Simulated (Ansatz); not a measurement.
Geometry optimisation, RKS B3LYP-D4/def2-SVPD (Ansatz 0.2.0).

Input:

```yaml
crystal:
  periodic: [false, false, false]
  atoms:
    - { symbol: Sn, position_ang: [-0.950032, 0.682499, 0.524866] }
    - { symbol: Si, position_ang: [0.775017, -0.848767, -0.455449] }
    - { symbol: H, position_ang: [0.236968, 1.800941, 0.03492] }
    - { symbol: H, position_ang: [-2.432847, 0.927771, -0.289614] }
    - { symbol: H, position_ang: [-1.167894, 0.712436, 2.219823] }
    - { symbol: H, position_ang: [0.548228, -2.323242, -0.468743] }
    - { symbol: H, position_ang: [2.032066, -0.566672, 0.296586] }
    - { symbol: H, position_ang: [0.958394, -0.384866, -1.862389] }
basis:
  gaussian: { orbitals: def2-SVPD }
hamiltonian:
  xc: b3lyp
  dispersion: d4
relax:
  f_tol: 0.03
  max_steps: 50
```

Command:

```bash
$ ansatz run input.yaml --threads 2 --pin off --max-ram 3072MiB --backend cpu --events-out ev --progress --plain --runs-dir out
```

**Question.** Where does it end, and by what steps?

**Answer.** The forces met the threshold. The force dipped under the threshold on the way, but the program's further checks kept it going. After 6 steps the energy has fallen by 0.380 eV; H3 moved furthest, 0.81 Å.

| step | energy less start (eV) | largest force component (eV/Å) | accepted |
| --- | --- | --- | --- |
| 0 | 0.0000 | 0.992 | yes |
| 1 | -0.1780 | 0.348 | yes |
| 2 | -0.2810 | 0.203 | yes |
| 3 | -0.3515 | 0.127 | yes |
| 4 | -0.3791 | 0.027 | yes |
| 5 | -0.3794 | 0.073 | yes |
| 6 | -0.3799 | 0.001 | yes |

```xyz
8
Properties=species:S:1:pos:R:3
Sn -0.804 0.843 0.471
Si 0.851 -0.892 -0.499
H -0.188 2.439 0.298
H -2.317 0.764 -0.341
H -1.079 0.556 2.144
H 0.301 -2.269 -0.341
H 2.157 -0.812 0.216
H 1.079 -0.629 -1.948
```

Whether the end is a true minimum wasn't checked by a vibrational analysis.

Run time: 19 s on 2 threads of Arm Neoverse V2, on a shared host, peak memory 0.22 GiB.
